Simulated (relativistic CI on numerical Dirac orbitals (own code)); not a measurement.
## What each ingredient does to the levels of As X

Base calculation: Dirac-Coulomb-Breit CI, orbitals from a KLI potential per configuration, QED by a radiative potential, unscaled Slater integrals.

CI space (outside the closed core [Ne]): 3s²3p⁶3d⁶, 3s²3p⁵3d⁷, 3s²3p⁴3d⁸, 3s3p⁶3d⁷, 3s²3p⁶3d⁵4s, 3s²3p⁶3d⁵4p, 3p⁶3d⁸, 3s²3p⁶3d⁴4s², 3s²3p⁶3d⁵4d, 3s²3p⁶3d⁴4s4p, 3s²3p⁶3d⁵4f, 3s²3p⁶3d⁵5s, 3s²3p⁶3d⁴4p², 3s²3p⁶3d⁵5p, 3s3p⁵3d⁸, 3s²3p⁶3d⁵5d. Levels of other configurations are missing.

Variants: (1) QED terms removed; (2) one mean potential for all configurations. Shifts of the energy above 3s²3p⁶3d⁶ ⁵D4, in cm⁻¹, for the lowest level and the first level of each name with at least 55 % of one term (blank where a level changes its place among those of its configuration and J or its character, or is not in the variant):

```csv
Level,Base,Δ(1),Δ(2)
3s²3p⁶3d⁶ ⁵D4,0.0,0.0,0.0
3s²3p⁶3d⁶ ⁵D3,3144.6,-11.6,+5.2
3s²3p⁶3d⁶ ⁵D2,4987.4,-16.3,+7.2
3s²3p⁶3d⁶ ⁵D1,6187.1,-20.0,+8.9
3s²3p⁶3d⁶ ⁵D0,6758.3,-21.6,+9.6
3s²3p⁶3d⁶ ³P2,40473.2,+3.8,-14.9
3s²3p⁶3d⁶ ³F4,46155.2,+8.1,-15.1
3s²3p⁶3d⁶ ³H6,47254.0,-5.8,-4.0
3s²3p⁶3d⁶ ³H5,48286.2,-5.6,-5.3
3s²3p⁶3d⁶ ³P1,49321.3,-28.5,-1.0
3s²3p⁶3d⁶ ³F3,49551.5,-8.3,-8.6
3s²3p⁶3d⁶ ³H4,50579.7,-16.4,-1.5
3s²3p⁶3d⁶ ³F2,50630.8,-11.4,-7.3
3s²3p⁶3d⁶ ³P0,51241.1,-26.9,-2.8
3s²3p⁶3d⁶ ³G5,57822.5,-16.4,-4.5
3s²3p⁶3d⁶ ³G4,60281.6,-22.1,-2.6
3s²3p⁶3d⁶ ³G3,61166.0,-24.1,-2.3
3s²3p⁶3d⁶ ³D2,69552.3,-5.8,-13.7
3s²3p⁶3d⁶ ³D1,70386.8,-11.6,-11.8
3s²3p⁶3d⁶ ³D3,70930.8,-12.7,-11.0
3s²3p⁶3d⁶ ¹G4,71946.8,-26.9,-9.1
3s²3p⁶3d⁶ ¹I6,72822.7,-16.7,-1.1
```

At this charge energies of transitions that change n are usually good to better than 1 %, and those within a shell (Δn = 0) to a few per cent. Terms inside the open d or f shell come out 10 to 20 % too wide with unscaled integrals.

Ionisation energy from the two ground configurations alone: base 247.093 eV. The NIST ASD value (theoretical) is 247 eV.
